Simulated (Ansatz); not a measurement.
Cs, doublet (core potentials on Cs); B3LYP/def2-TZVP in Ansatz (a program for electronic structure).

Ansatz was given this input:
Ansatz 0.2 input:
```yaml
crystal:
  periodic: [false, false, false]
  atoms:
    - {symbol: Cs, position_ang: [0.00000000, 0.00000000, 0.00000000]}
basis:
  gaussian:
    orbitals: def2-TZVP
hamiltonian:
  xc: b3lyp
magnetization: {spin_polarized: true, initial_magnetization: 1}
accuracy: high
```

The log (banner, timings and long lists left out):

```
Functional definition: B3LYP
246 factors; integrals over basis functions are off by at most 2.8e-9 eV
mean field evaluation 1: about -548.2892 eV, gradient 8.1e-1 eV
mean field evaluation 2: about -548.2980 eV, gradient 2.4e-1 eV
mean field evaluation 4: about -548.2980 eV, gradient 2.8e-2 eV
mean field evaluation 8: about -548.2981 eV, gradient 1.3e-5 eV
mean field evaluation 16: about -548.2981 eV, gradient 6.5e-9 eV
mean field -548.29805031 eV, -20.1495816992 hartree, gradient 6.4e-9 eV, S^2 0.750056; 1 other end points of the search recorded, 0 dependent functions left out
reference -548.29807629 eV, -20.1495826538 hartree; 5, 4 occupied and 24, 25 virtual orbitals, 246 factors
Total energy: -548.29807629 eV, -20.1495826538 hartree
```
